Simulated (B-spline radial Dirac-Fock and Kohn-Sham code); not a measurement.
Isotope-shift constants of the inner levels of Pt⁴⁺

System: Pt⁴⁺, [Xe] 4f14 5d6.

Model: first-order field-shift and mass-shift constants from Dirac-Fock ground and hole states with a Fermi nucleus; the mass shift has no relativistic recoil terms. Program: a radial B-spline solver. A binding energy shifts by δE = F·δ⟨r²⟩ + (K_N + K_S)·δ(1/M); F is taken for a change of radius at fixed skin thickness and so holds the higher radial moments.

```csv
level,F (meV/fm²)
K (1s),-1179
L1 (2s),-173.6
L2 (2p1/2),-3.854
L3 (2p3/2),6.845
M1 (3s),-39.55
M2 (3p1/2),-0.9356
M3 (3p3/2),1.885
M4 (3d3/2),1.752
M5 (3d5/2),1.656
```

The mass shift is not given and not included below: at this Z its relativistic corrections are large. It matters little for K lines but can be comparable with the field shift of L lines.

Field shifts alone in meV from A = 195 (mass 194.9648 u, rms radius 5.427 fm); radii from Angeli and Marinova (2013).

| A | mass (u) | radius (fm) | Kα1 | Kα2 | Kβ1 | Lα1 |
| --- | --- | --- | --- | --- | --- | --- |
| 179 | 178.9654 | 5.3915 | +455.6 | +451.5 | +453.7 | -2.0 |
| 181 | 180.9631 | 5.3996 | +351.9 | +348.7 | +350.4 | -1.5 |
| 183 | 182.9616 | 5.4038 | +298.1 | +295.4 | +296.8 | -1.3 |
| 185 | 184.9606 | 5.4148 | +156.9 | +155.5 | +156.2 | -0.7 |
| 186 | 185.9594 | 5.4037 | +299.3 | +296.6 | +298.1 | -1.3 |
| 188 | 187.9594 | 5.4053 | +278.8 | +276.3 | +277.7 | -1.2 |
| 192 | 191.9610 | 5.4169 | +129.9 | +128.7 | +129.4 | -0.6 |
| 193 | 192.9630 | 5.4191 | +101.6 | +100.7 | +101.2 | -0.4 |
| 194 | 193.9627 | 5.4236 | ? | ? | ? | ? |
| 196 | 195.9650 | 5.4307 | -47.7 | -47.2 | -47.5 | +0.2 |

Q: What are the shifts for A = 194?

A: Kα1 +43.8 meV; Kα2 +43.4 meV; Kβ1 +43.6 meV; Lα1 -0.2 meV.

Values without a named source are computed, but for edge energies of neutral atoms, which are taken from tables.
